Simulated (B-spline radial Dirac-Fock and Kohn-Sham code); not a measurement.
# Width and fluorescence yield of the L2 (2p1/2) hole, Sm to Os

The computed values come from an atomic code on a B-spline grid: a relativistic independent-particle model: LDA orbitals of the hole state, radiative multipoles to third order, Auger rates from the Coulomb interaction with a continuum orbital, Dirac-Fock energies. Free neutral atoms. Recommended widths: Campbell and Papp (2001); yields: xraylib tables.

| Z | element | Γ (eV) | recommended Γ | ω | Coster-Kronig yield | tabulated ω |
| --- | --- | --- | --- | --- | --- | --- |
| 62 | Sm | 3.74 | 3.70 | 0.153 | 0.165 | 0.140 |
| 63 | Eu | 3.81 | 3.77 | 0.163 | 0.163 | 0.149 |
| 64 | Gd | 3.91 | 3.87 | 0.172 | 0.162 | 0.158 |
| 65 | Tb | 3.97 | 3.93 | 0.183 | 0.158 | 0.167 |
| 66 | Dy | 4.05 | 4.01 | 0.193 | 0.156 | 0.178 |
| 67 | Ho | 4.14 | 4.09 | 0.204 | 0.153 | 0.189 |
| 68 | Er | 4.22 | 4.18 | 0.216 | 0.151 | 0.200 |
| 69 | Tm | 4.31 | 4.26 | 0.227 | 0.148 | 0.211 |
| 70 | Yb | 4.40 | 4.36 | 0.239 | 0.146 | 0.222 |
| 71 | Lu | 4.51 | 4.46 | 0.250 | 0.144 | 0.234 |
| 72 | Hf | 4.62 | 4.57 | 0.262 | 0.143 | 0.246 |
| 73 | Ta | ? | ? | ? | ? | ? |
| 74 | W | 4.87 | 4.82 | 0.286 | 0.140 | 0.295 |
| 75 | Re | 5.00 | 4.95 | 0.298 | 0.138 | 0.201 |
| 76 | Os | 5.14 | 5.09 | 0.311 | 0.137 | 0.295 |

**Question.** What does the model give for Ta?

**Answer.** Γ = 4.75 eV, ω = 0.274, Coster-Kronig yield 0.141; the recommended width is 4.69 eV; the tabulated yield is 0.258.
